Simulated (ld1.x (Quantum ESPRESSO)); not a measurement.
u(r) = r·R(r): atom against pseudo-atom (bromine)

Columns: radius, all-electron u(r) and pseudo u(r) of the 4p shell (level -7.82 eV) of bromine in the configuration [Ar] 3d10 4s2 4p5; revPBE, scalar-relativistic, TM semilocal scheme, ld1.x (Quantum ESPRESSO) 7.5.

```json
{"r (bohr)": "0.088", "all-electron": "0.2043", "pseudo": "0.0039"}
{"r (bohr)": "0.175", "all-electron": "0.0735", "pseudo": "0.0156"}
{"r (bohr)": "0.262", "all-electron": "-0.1653", "pseudo": "0.0349"}
{"r (bohr)": "0.350", "all-electron": "-0.3108", "pseudo": "0.0622"}
{"r (bohr)": "0.438", "all-electron": "-0.3317", "pseudo": "0.0973"}
{"r (bohr)": "0.525", "all-electron": "-0.2631", "pseudo": "0.1396"}
{"r (bohr)": "0.612", "all-electron": "-0.1450", "pseudo": "0.1890"}
{"r (bohr)": "0.700", "all-electron": "-0.0052", "pseudo": "0.2457"}
{"r (bohr)": "0.788", "all-electron": "0.1358", "pseudo": "0.3081"}
{"r (bohr)": "0.875", "all-electron": "0.2655", "pseudo": "0.3738"}
{"r (bohr)": "0.962", "all-electron": "0.3802", "pseudo": "0.4411"}
{"r (bohr)": "1.050", "all-electron": "0.4787", "pseudo": "0.5082"}
{"r (bohr)": "1.138", "all-electron": "0.5597", "pseudo": "0.5711"}
{"r (bohr)": "1.225", "all-electron": "0.6235", "pseudo": "0.6263"}
{"r (bohr)": "1.312", "all-electron": "0.6724", "pseudo": "0.6720"}
{"r (bohr)": "1.400", "all-electron": "0.7081", "pseudo": "0.7074"}
{"r (bohr)": "1.487", "all-electron": "0.7317", "pseudo": "0.7313"}
{"r (bohr)": "1.575", "all-electron": "0.7451", "pseudo": "0.7450"}
{"r (bohr)": "1.662", "all-electron": "0.7497", "pseudo": "0.7497"}
{"r (bohr)": "1.750", "all-electron": "0.7471", "pseudo": "0.7471"}
{"r (bohr)": "1.838", "all-electron": "0.7385", "pseudo": "0.7385"}
{"r (bohr)": "1.925", "all-electron": "0.7251", "pseudo": "0.7251"}
{"r (bohr)": "2.012", "all-electron": "0.7081", "pseudo": "0.7081"}
{"r (bohr)": "2.100", "all-electron": "0.6879", "pseudo": "0.6879"}
{"r (bohr)": "2.188", "all-electron": "0.6655", "pseudo": "0.6655"}
{"r (bohr)": "2.275", "all-electron": "0.6417", "pseudo": "0.6417"}
```

Question: How many radial nodes do the two functions have?

Answer: The all-electron 4p function has n − l − 1 = 2; the pseudo-wave has 0, since the states of the same l below it are removed with the core.

Question: At about which radius was the pseudo-wave matched?

Answer: 1.75 bohr. The columns agree to 0.0005 from 1.49 bohr on; several derivatives are matched, so the curves merge somewhat inside the radius.

Question: Is the pseudo-wave norm-conserving?

Answer: Yes: the TM semilocal scheme keeps the norm inside the radius equal to the all-electron one, which fixes the energy derivative of the logarithmic derivative at the level.
